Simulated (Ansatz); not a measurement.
C2H5InO (SMILES C[C](=O)[InH2]): methods side by side

C2H5InO: 9 atoms, total charge 0, spin state singlet. As SMILES, `C[C](=O)[InH2]`. The shape was relaxed beforehand at B3LYP/def2-SVP.

Each level gives the adiabatic ionisation energy (to the doublet cation, shapes relaxed at B3LYP/def2-SVP, no zero-point term) (eV). The values are calculated.

| level | kind | program | value (eV) |
| --- | --- | --- | --- |
| HF/def2-SVP (core potential) | Hartree–Fock | Ansatz | 6.67 |
| PBE/def2-SVP (core potential) | GGA | Ansatz | 7.46 |
| r2SCAN/def2-SVP (core potential) | meta-GGA | Ansatz | 7.50 |
| B3LYP/def2-SVP (core potential) | global hybrid | Ansatz | 7.55 |
| wB97M-V/def2-SVP (core potential) | range-separated hybrid | Ansatz | 7.58 |
| MP2/def2-SVP (core potential) | perturbation theory | Ansatz | 7.37 |

Spin-orbit coupling, which can split open shells on such heavy atoms by tenths of an eV, is left out. The values span 6.67 to 7.58 eV. In the correlated wave-function rows the outer d shell of In is correlated, in sets not made for it.
